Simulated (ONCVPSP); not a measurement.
# Building the ONCV potential for F (Z = 9) (PBE, scalar-relativistic).

F, optimised norm-conserving Vanderbilt (ONCV), made with ONCVPSP 4.0.1 (PBE, scalar-relativistic). Core [He], reference 2s2 2p5. Waves: 2s: rc 0.75 bohr, ncon 4, nbas 9, qcut 9.6 1/bohr, 2 projectors, debl 3.5 Ha; 2p: rc 1.70 bohr, ncon 4, nbas 7, qcut 7.1 1/bohr, 3 projectors, debl 3.3 Ha. Local part: polynomial inside 0.65 bohr (lpopt 5, dvloc0 0 Ha). Core correction: none.

Poles of the logarithmic derivatives, all-electron (AE) and pseudo (PS). s: poles at no energy (AE) and no energy (PS) Ha. p: poles at -0.0 (AE) and -0.0 (PS) Ha. Test radii: s 0.76, p 1.73 bohr.

- Cutoffs needed: 50 Ha and 352 Ha (the cutoffs (Ha) at which the residual kinetic energy of the hardest occupied pseudo-wave falls to 1 and 0.1 mHa per electron)
- Ghost test: ghosts flagged at negative energy: p at -401447.2 eV; no localised positive-energy state flagged; a true bound ghost makes a file unfit for plane-wave use
- Largest excitation error: +2648 meV (all-electron minus pseudo) for 2s2 2p2, out of 4 test configurations
